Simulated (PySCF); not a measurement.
Members of one family of related compounds. The calculation used TDDFT PBE0/def2-SVPD, vertical, gas phase, core orbitals frozen in the response (PySCF). Geometries: PBE0-D3(BJ)/def2-SVP; one conformer of each isolated species. Triplets are in the Tamm–Dancoff approximation.

Question: Rank by computed lowest singlet excitation energy, highest first.
A. `NC(=O)[SiH2]N[SiH3]`
B. `[SiH3]N[SiH2]C1CCC1`
C. `FB(F)[SiH2]N[SiH3]`
D. `[SiH3]N[SiH2]S[SiH3]`

Answer: B (6.06 eV), D (5.84 eV), C (5.13 eV), A (4.97 eV).

| SMILES | S1 (eV) | gap (eV) | first f ≥ 0.01 (nm) | f (S1) | α (au) | HOMO (eV) | S1 mainly |
| --- | --- | --- | --- | --- | --- | --- | --- |
| [SiH3]N[SiH2]C1CCC1 | 6.06 | 7.44 | 183 | 0.004 | 106.0 | -7.29 | H→L (98%) |
| [SiH3]N[SiH2]S[SiH3] | 5.84 | 7.07 | 212 | 0.024 | 113.0 | -7.36 | H→L (88%) |
| FB(F)[SiH2]N[SiH3] | 5.13 | 6.32 | 190 | 0.007 | 75.9 | -7.59 | H→L (99%) |
| NC(=O)[SiH2]N[SiH3] | 4.97 | 7.00 | 210 | 0.002 | 87.8 | -7.41 | H-1→L (70%) |

H and L stand for HOMO and LUMO.

- `[SiH3]N[SiH2]C1CCC1`: Löwdin shares by element: HOMO nitrogen 50%, silicon 22%, hydrogen 8% or more (atoms not listed hold the other 21%); LUMO silicon 40%, hydrogen 14% or more, nitrogen 10% (atoms not listed hold the other 36%).
- `[SiH3]N[SiH2]S[SiH3]`: Löwdin shares by element: HOMO sulfur 57%, silicon 15% or more, nitrogen 13% (atoms not listed hold the other 15%); LUMO silicon 42%, sulfur 18% (atoms not listed hold the other 40%).
- `FB(F)[SiH2]N[SiH3]`: Löwdin shares by element: HOMO nitrogen 50%, silicon 22%, hydrogen 7% or more (atoms not listed hold the other 20%); LUMO boron 34%, fluorine 23%, silicon 21% or more (atoms not listed hold the other 22%).
- `NC(=O)[SiH2]N[SiH3]`: Löwdin shares by element: HOMO (one of a set within 0.03 eV) nitrogen 38% or more, silicon 19%, oxygen 17% (atoms not listed hold the other 26%); LUMO carbon 36%, oxygen 25%, nitrogen 14% or more, silicon 14% or more.

Without π bonds the low states are Rydberg-like; a valence basis with one diffuse set may place them up to an eV too high.
